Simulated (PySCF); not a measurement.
## Distorted geometries of [Dy(CH3)2]+

[Dy(CH3)2]+ (singlet in the valence; each metal's 4f electrons, 9 of them, lie in its core potential, out of spins and levels). PySCF 2.14.0, RKS r2SCAN, Dy lcecp-1-SVP with ECP55, C def2-SVP, H def2-SVP; non-relativistic Hamiltonian with scalar-relativistic core potentials where named; density fitting; no spin-orbit coupling. Relaxed geometry:

```xyz
9

Dy    1.4373   -0.3561   -0.0011
C     0.0210   -0.0253    1.7323
H    -0.9572   -0.5113    1.5505
H     0.4009   -0.3894    2.7065
H    -0.1961    1.0560    1.8539
C     0.0217    0.0111   -1.7262
H    -0.8939    0.5289   -1.3840
H     0.4711    0.6239   -2.5326
H    -0.3071   -0.9372   -2.1993
```

Q: Order these distorted geometries by energy above the relaxed one, lowest first.
A.
```xyz
9

Dy    1.5695   -0.2366   -0.1944
C    -0.1249   -0.1003    1.6072
H    -1.0004   -0.6379    1.7002
H     0.4383   -0.1897    2.6414
H    -0.2231    0.8717    1.8712
C     0.1866   -0.0104   -1.6431
H    -0.8658    0.6403   -1.3581
H     0.4566    0.5939   -2.4567
H    -0.4391   -0.9304   -2.1676
```
B.
```xyz
9

Dy    1.4359   -0.3041   -0.1507
C     0.0574    0.0775    1.4960
H    -1.0784   -0.7592    1.8173
H     0.3993   -0.5629    2.9636
H    -0.1673    1.0797    1.8237
C     0.2787    0.0784   -1.6437
H    -0.8813    0.5907   -1.3493
H     0.2747    0.6883   -2.6412
H    -0.3212   -0.8881   -2.3157
```
C.
```xyz
9

Dy    1.4337   -0.3888   -0.0731
C     0.0293   -0.0311    1.6744
H    -0.9067   -0.4506    1.5725
H     0.4215   -0.3752    2.7208
H    -0.1850    1.0417    1.8967
C    -0.0085   -0.0249   -1.6847
H    -0.9106    0.5571   -1.3512
H     0.4786    0.6239   -2.5324
H    -0.3544   -0.9514   -2.2229
```

A: C (0.30 eV), A (2.10 eV), B (5.43 eV).

Q: Which forces (eV/Å) act in the one that lies 5.43 eV up?

A: 
```
Dy    5.15  -1.98   5.07
C    -3.05  -5.04   5.67
H     2.99   2.82  -1.61
H    -0.03   1.71  -3.62
H    -0.65   0.90   0.36
C   -10.26   1.47  -9.40
H     3.09  -1.31   0.02
H     0.87  -0.46   1.32
H     1.88   1.90   2.19
```
Forces carry noise of the integration grid, about 0.01 to 0.03 eV/Å.

No frequency check is given that shows the relaxed geometry to be a minimum. An lcecp potential fixes the number of 4f electrons, so in runs with it no electron can move into or out of that shell.
